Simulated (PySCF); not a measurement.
## Stationary points of TcO₃

All numbers come from PBE0/[Tc def2-TZVP with ECP28, O def2-TZVP], scalar-relativistic core potentials, density fitting, no spin–orbit coupling, PySCF.

Relaxations began from a few typed shapes; open shells are unrestricted. The search is not exhaustive: other isomers or separated fragments can lie lower, and high-lying points may rest on an excited occupation.

Question: Which is the lowest minimum found?
A. doublet D3h: Tc–O 1.675 Å (×3); O–Tc–O 120.0° (×3)
B. doublet C3v: Tc–O 1.670 Å (×3); O–Tc–O 115.5° (×3)

Answer: B. The others lie at 7.6 (doublet D3h, a saddle point) kJ/mol above it.

Formally Tc is in oxidation state +6, d1, with 1 unpaired electron. The Mulliken spin on Tc is 0.97. The polar-tensor charge on Tc, 1.87, is far below the formal one.

For the lowest minimum: with open d or f shells other occupations or spin states may lie lower.
